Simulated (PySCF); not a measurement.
## Selenium: a sound run and one with changed settings

Sound run: Se⁺ [Ar] 3d10 4s2 4p3, Se²⁺ [Ar] 3d10 4s2 4p2. Computed with PySCF 2.14 in Sapporo-DKH3-DZP-2012 (6s5p3d1f, 43 functions), with the spin-free X2C one-electron Hamiltonian (Gaussian nucleus). In the sound run the correlated levels freeze [Ar] 3d10. The sound run starts from symmetry-adapted Hartree-Fock orbitals and uses a fine grid where one is needed.

Changed run: initial guess 1e, at most 50 SCF cycles, level shift 2.0 hartree.

```tsv
species	method	sound run (hartree)	changed run (hartree)	converged
Se⁺	UHF	-2427.69846	-2427.69846	yes
Se⁺	M06-L	-2429.32142	-2429.32142	yes
Se⁺	LDA	-2425.81094	-2425.81094	yes
Se⁺	MP2	-2427.75699	-2427.71954	yes
Se⁺	CCSD(T)	-2427.77246	-2427.77246	yes
Se²⁺	UHF	-2426.93063	-2426.93063	yes
Se²⁺	M06-L	-2428.54463	-2428.54463	yes
Se²⁺	LDA	-2425.02011	-2425.02011	yes
Se²⁺	MP2	-2426.97497	-2426.94681	yes
Se²⁺	CCSD(T)	-2426.99186	-2426.99186	yes
```

Ionisation energy of Se⁺:

```csv
method,sound run (eV),changed run (eV)
UHF,20.894,20.894
M06-L,21.138,21.138
LDA,21.519,21.519
MP2,21.280,21.027
SCS-MP2,21.154,20.981
CCSD,21.236,21.236
CCSD(T),21.241,21.241
```

A level shift leaves the converged SCF energy unchanged but raises the virtual orbital energies, which shrinks MP2 if it is not removed.

For comparison, NIST gives 21.196 ± 0.01 eV between the lowest levels.
